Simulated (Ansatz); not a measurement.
Species: AlH$_{3}$ (charge -1, doublet). 
Coordinates optimised at B3LYP-D3(BJ)/def2-TZVP (Ansatz, an electronic-structure program):
```
Al
H 1 1.6367
H 1 1.6367 2 110.93
H 1 1.6367 2 110.93 3 123.75
```
Charge -1, spin multiplicity 2.

Basis-set convergence of Hartree-Fock and CCSD correlation energies (hartree) with Ansatz. Cores are frozen in the correlated levels unless marked. UHF or UKS for open shells. Spin-orbit coupling is left out. Non-relativistic. This anion needs diffuse functions, which these sets lack.

```tsv
basis	functions	E(HF)	E(corr, CCSD)
def2-SVP	33	-243.54485	-0.10554
def2-TZVPP	84	-243.63470	-0.12959
def2-QZVPP	160	___	___
```

Complete the blanks.


- def2-QZVPP, E(HF): -243.64481
- def2-QZVPP, E(corr, CCSD): -0.13510
